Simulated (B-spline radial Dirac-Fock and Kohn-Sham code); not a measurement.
## Binding energies of Br²¹⁺ at several levels of theory

System: the Br²¹⁺ ion, [Ne] 3s2 3p2.

The density-functional columns are spherical, spin-unpolarised Dirac-Kohn-Sham results without Breit or QED terms: −ε is minus the orbital energy of the initial state and ΔSCF the difference of two total energies. The reference in the last column comes from Dirac-Fock (average of configuration) total-energy differences with a finite nucleus, the Breit interaction including its frequency dependence, and self-energy and vacuum-polarisation corrections. All numbers are from a B-spline atomic structure program, in eV; a selection of levels is shown. For the 1s level of heavy atoms much of the gap between ΔSCF and the reference is the Breit and QED part, -30.2 eV here; for other levels the error of the functional can be larger.

```csv
level,LDA −ε,LDA ΔSCF,Dirac-Fock
K,14196.2,14442.6,14415.6
L1,2603.3,2661.9,2690.8
L2,2440.9,2509.2,2505.5
L3,2392.3,2459.2,2457.7
M1,950.8,974.8,972.6
"M2,3",888.9,913.6,911.6
```

Values without a named source are computed, but for edge energies of neutral atoms, which are taken from tables.
